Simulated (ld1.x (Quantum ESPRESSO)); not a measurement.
Ranking RRKJ potentials for lithium

All share these settings but for the change named:

Li (Z = 3), norm-conserving RRKJ (Kleinman–Bylander form), made with ld1.x (Quantum ESPRESSO) 7.5 (PW91, non-relativistic). Core [He], reference 2s0.5 2p0 (charge +0.5). Waves: 2p (bound, empty): rc 4.20 bohr; 2s (bound): rc 2.15 bohr. Local part: the s channel. Core correction: Bessel-smoothed model core inside 2.15 bohr. rho0 = 0.01.

Test errors are all-electron minus pseudo excitation energies from the reference, over 2s1 2p0; 2s0 2p1. None of these files shows a bound ghost.

The base gives 9.5 meV.

Of 10 variants that were run, those that failed, showed a ghost or another fault, or gave nearly equal values are left out.

A variant can come out equal or close to the base, since the largest error may sit in a test that the change hardly touches while other tests move.

Rank these variants by their largest absolute test error, smallest first.
A. core correction Bessel-smoothed model core inside 1.86 bohr
B. core correction Bessel-smoothed model core inside 1.96 bohr
C. wave 2s (bound): rc 2.15 bohr becomes 2s (bound): rc 2.98 bohr
D. wave 2p (bound): rc 4.20 bohr becomes 2p (bound): rc 5.22 bohr

A (3.8 meV), B (5.7 meV), C (8.4 meV), D (9.5 meV).
